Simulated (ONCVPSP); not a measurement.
Plane-wave convergence, ONCV potential for strontium (Sr)

| Quantity | Value |
| --- | --- |
| Element | strontium (Sr) |
| Generator | ONCVPSP 4.0.1 |
| Type | optimised norm-conserving Vanderbilt (ONCV) |
| Functional | PBE |
| Relativity | scalar-relativistic |
| Frozen core | [Ar] 3d10 |
| Valence charge | 10 |
| Reference configuration | 4s2 4p6 5s2 |
| Partial waves | 4s+5s: rc 2.00 bohr, ncon 3, nbas 6, qcut 5.7 1/bohr, 2 projectors; 4p: rc 2.15 bohr, ncon 3, nbas 6, qcut 6.4 1/bohr, 2 projectors, debl 3.1 Ha; d scattering state at 0.23 Ha: rc 1.75 bohr, ncon 3, nbas 6, qcut 4.8 1/bohr, local |
| Local potential | the d channel |
| Core correction | polynomial model core, fcfact 0.65 |

In the d channel the program set the typed energies aside and used 0.050 Ha.

Problem. For each optimised wave give the share of its norm inside rc, the residual kinetic energy above qcut (Ha) and the cutoffs (Ha) for errors of 10, 1, 0.1 and 0.01 mHa per electron.

Solution.

```
         wave  norm inside rc  residual KE  10 mHa  1 mHa  0.1 mHa  0.01 mHa
           4s           0.904      5.8e-06     8.1   11.2     13.5      16.2
           5s           0.041      2.8e-06     2.8    9.6     12.7      15.0
           4p           0.849      3.7e-07     5.6    7.4     12.1      16.0
p projector 2           0.206      1.1e-05     6.6    7.8     16.0      20.8
d projector 1           0.329      8.1e-04     8.0   11.2     32.7      50.1
```

The occupied waves need 11 Ha and 13 Ha for 1 and 0.1 mHa.
